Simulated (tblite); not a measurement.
C₃H₁₁BN₂Si.
SMILES with atom numbers: `[BH2:1][C@@H:2]1[CH2:3][CH2:4][Si:5]1([NH2:6])[NH2:7]` (hydrogens: H8, H9 on B1; H10 on C2; H11, H12 on C3; H13, H14 on C4; H15, H16 on N6; H17, H18 on N7)

Computed with GFN2-xTB (tblite), gas phase: L-BFGS steps from a force-field or distance-geometry start until the largest atomic force falls under 0.01 eV/Å.

Step 10: E = -566.3876 eV
```
atom  x, y, z in Å  |  force x, y, z in eV/Å
B1     -1.1354    1.9678    0.0295   -0.044  -0.016  -0.022
C2     -1.0483    0.4300   -0.0243    0.216   0.042   0.060
C3     -0.9717   -0.3955    1.2846    0.009   0.010  -0.210
C4     -0.1894   -1.5980    0.7197    0.104   0.107  -0.145
Si5     0.6296   -0.3904   -0.5313   -0.225   0.306   0.203
N6      0.7913   -0.8160   -2.2054    0.026  -0.021   0.255
N7      1.8936    0.5497    0.2024    0.008  -0.047  -0.270
H8     -1.5322    2.5215    0.9848    0.152   0.030   0.076
H9     -0.7748    2.6092   -0.8884   -0.179  -0.044  -0.008
H10    -1.7919    0.0140   -0.7112    0.077   0.022   0.119
H11    -1.9048   -0.6642    1.7929    0.073   0.155  -0.238
H12    -0.3419    0.1903    1.9722   -0.280  -0.418   0.009
H13     0.3726   -2.1903    1.4361    0.120   0.119   0.085
H14    -0.8677   -2.2788    0.2046   -0.041   0.045   0.098
H15     0.7846   -0.0643   -2.8782   -0.028   0.008   0.091
H16     1.5201   -1.4644   -2.4474    0.075  -0.094  -0.024
H17     2.8340    0.2032    0.3016   -0.071   0.079   0.029
H18     1.7235    1.3825    0.7463    0.006  -0.280  -0.107
```

Step 11: E = -566.4134 eV
```
atom  x, y, z in Å  |  force x, y, z in eV/Å
B1     -1.1421    1.9742    0.0323    0.052  -0.051  -0.002
C2     -1.0394    0.4439   -0.0208    0.225  -0.165   0.103
C3     -0.9743   -0.3964    1.2779    0.030  -0.084  -0.069
C4     -0.1839   -1.6019    0.7196    0.022   0.128  -0.047
Si5     0.6289   -0.3937   -0.5311   -0.163   0.308   0.226
N6      0.7973   -0.8199   -2.2001   -0.017  -0.059   0.173
N7      1.8986    0.5525    0.1808    0.016   0.008  -0.232
H8     -1.5155    2.5322    0.9819    0.041   0.118   0.301
H9     -0.8035    2.6109   -0.8842   -0.108   0.080  -0.233
H10    -1.7828    0.0471   -0.7149    0.013  -0.073   0.060
H11    -1.9072   -0.6810    1.7791    0.041   0.205  -0.271
H12    -0.3567    0.1788    1.9872   -0.265  -0.402  -0.062
H13     0.3727   -2.1863    1.4521    0.093   0.179  -0.030
H14    -0.8625   -2.2910    0.2129   -0.001   0.078   0.096
H15     0.7867   -0.0702   -2.8723   -0.046   0.080   0.041
H16     1.5239   -1.4653   -2.4518    0.109  -0.142   0.009
H17     2.8349    0.2006    0.2986   -0.073   0.069   0.028
H18     1.7161    1.3718    0.7412    0.029  -0.277  -0.091
```

Step 12: E = -566.4406 eV
```
atom  x, y, z in Å  |  force x, y, z in eV/Å
B1     -1.1471    1.9809    0.0362    0.123  -0.019   0.046
C2     -1.0269    0.4568   -0.0155    0.118  -0.260   0.091
C3     -0.9769   -0.4000    1.2693    0.025  -0.157   0.068
C4     -0.1771   -1.6048    0.7195   -0.059   0.101   0.050
Si5     0.6257   -0.3925   -0.5286   -0.020   0.170   0.118
N6      0.8040   -0.8254   -2.1920   -0.031  -0.071   0.042
N7      1.9042    0.5561    0.1530    0.082   0.062  -0.181
H8     -1.4971    2.5462    0.9845   -0.020   0.150   0.423
H9     -0.8374    2.6146   -0.8847   -0.068   0.148  -0.376
H10    -1.7723    0.0820   -0.7178   -0.029  -0.154   0.019
H11    -1.9095   -0.6958    1.7597   -0.072   0.206  -0.278
H12    -0.3778    0.1594    2.0021   -0.163  -0.300  -0.058
H13     0.3743   -2.1788    1.4690    0.076   0.225  -0.141
H14    -0.8563   -2.3025    0.2242    0.043   0.088   0.070
H15     0.7884   -0.0763   -2.8645   -0.062   0.096   0.035
H16     1.5293   -1.4679   -2.4562    0.089  -0.137   0.078
H17     2.8347    0.1991    0.2958   -0.058   0.027   0.010
H18     1.7089    1.3552    0.7344    0.026  -0.177  -0.017
```

Task: Estimate the geometry and energy of step 13. (The exact step hangs on the optimiser's Hessian estimate; all steps are aligned on step 12, rigid shifts and turns removed.)

Result: E = -566.4673 eV, largest force 0.396 eV/Å
```
atom  x, y, z in Å  |  force x, y, z in eV/Å
B1     -1.1504    1.9879    0.0414    0.176   0.074   0.104
C2     -1.0129    0.4660   -0.0088   -0.060  -0.174   0.049
C3     -0.9792   -0.4067    1.2613   -0.025  -0.160   0.137
C4     -0.1711   -1.6060    0.7203   -0.090   0.044   0.098
Si5     0.6226   -0.3889   -0.5248    0.149  -0.048  -0.059
N6      0.8109   -0.8321   -2.1830   -0.032  -0.068  -0.089
N7      1.9123    0.5613    0.1206    0.116   0.152  -0.106
H8     -1.4775    2.5630    0.9946   -0.018   0.100   0.383
H9     -0.8740    2.6206   -0.8919   -0.074   0.122  -0.364
H10    -1.7615    0.1149   -0.7198   -0.047  -0.222   0.003
H11    -1.9142   -0.7069    1.7337   -0.239   0.159  -0.242
H12    -0.4022    0.1334    2.0174   -0.017  -0.143   0.012
H13     0.3778   -2.1662    1.4834    0.088   0.217  -0.198
H14    -0.8492   -2.3126    0.2370    0.074   0.070   0.025
H15     0.7888   -0.0813   -2.8548   -0.062   0.063   0.049
H16     1.5360   -1.4728   -2.4585    0.032  -0.085   0.150
H17     2.8336    0.1978    0.2930    0.003  -0.038  -0.010
H18     1.7017    1.3350    0.7272    0.025  -0.061   0.059
```

The energy changes by -0.0268 eV. The first-order estimate −F·Δx gives -0.0373 eV and the mean of the old and new forces, exact on a quadratic surface, -0.0269 eV. The step makes an angle of 68° with the force vector and moves no atom by more than 0.039 Å.

What follows is the cost of the whole relaxation. Hardware: Arm Neoverse N1, one thread, shared host with 64 logical CPUs at a one-minute load of 61. Cost: 1.2 s wall.
